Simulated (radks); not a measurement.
Values are calculated unless marked as measured or tabulated.
Bi, 83 electrons, occupied as [Hg] 6p3. Code: a radial shooting solver on a logarithmic mesh with Libxc functionals. Model: scalar-relativistic Kohn-Sham, r2SCAN, spin-polarised, spherical densities, finite nucleus; open shells are filled with parallel spins first (spin-orbit coupling, left out, can overturn this in heavy ions); meta-GGA in the generalised Kohn-Sham scheme; Fermi nuclear charge, rms radius 5.5211 fm. Some entries of the table are withheld. Estimate them.

orbital,occ.,eigenvalue (hartree),<1/r> (bohr^-1)
1s up,1,-3334.170,103.2
1s down,1,-3334.168,103.2
2s down,1,-600.2027,24.27
2s up,1,-600.2027,24.27
2p up,3,-513.4744,21.22
2p down,3,-513.4734,21.22
3s up,1,-145.3239,9.004
3s down,1,-145.3233,9.004
3p up,3,-120.4404,8.118
3p down,3,-120.4396,8.118
3d up,5,-95.35779,7.601
3d down,5,-95.35698,7.601
4s up,1,-33.61510,3.875
4s down,1,-33.61341,3.875
4p up,3,-25.42772,3.482
4p down,3,-25.42600,3.482
4d up,5,-16.01015,3.131
4d down,5,-16.00816,3.131
5s up,1,-5.89766,1.637
5s down,1,-5.89219,1.636
4f up,7,-5.66029,2.743
4f down,7,-5.65792,2.744
5p up,3,(1),1.406
5p down,3,(2),1.405
5d up,5,-1.01650,(3)
5d down,5,-1.00703,(4)
6s up,1,-0.57464,(5)
6s down,1,-0.49244,(6)
6p up,3,-0.20357,0.4223
6p down,0,-0.09383,0.4386

Answer. 
(1) 5p up eigenvalue (hartree): -3.60086
(2) 5p down eigenvalue (hartree): -3.59790
(3) 5d up <1/r> (bohr^-1): 1.061
(4) 5d down <1/r> (bohr^-1): 1.069
(5) 6s up <1/r> (bohr^-1): 0.5793
(6) 6s down <1/r> (bohr^-1): 0.6037
